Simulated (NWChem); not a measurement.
CH2BrF; SMILES FCBr

```xyz
5

F      0.4146     1.9669     0.0000
C     -0.6149     1.0858     0.0000
Br     0.0630    -0.7684     0.0000
H     -1.2085     1.1967     0.9076
H     -1.2085     1.1967    -0.9076
```
Atoms are numbered in this order, from 1.

All runs: NWChem. Geometry optimised at B3LYP/6-31G*; all other runs use it. Pople sets run with spherical d functions. This build's default masses of Se (78.918 u) and Br (79.917 u) are each other's, which moves their modes by up to 0.6 %. Vzz has the sign of the potential's second derivative.

| quantity | level | value |
|---|---|---|
| dipole in solution (D) in water | PBE0/6-31G*, SMD | ? |
| Vzz Br3 (a.u.) | CAM-B3LYP/cc-pVTZ | 7.142 |
| vertical, lowest excitation, singlet (eV) | PBE/6-31G*, TDA | ? |
| orbital gap (eV) | LC-BLYP (range parameter 0.33 per bohr)/6-31G* | 12.32 |
| dipole (D) | B3LYP/6-31G* | ? |
| highest harmonic frequency (cm⁻¹) | B3LYP/6-31G* | 3197 |

Task: Some entries are withheld; supply them.

Result: 
- dipole in solution (D) in water, value: 2.47
- vertical, lowest excitation, singlet (eV), value: 5.94
- dipole (D), value: 1.92
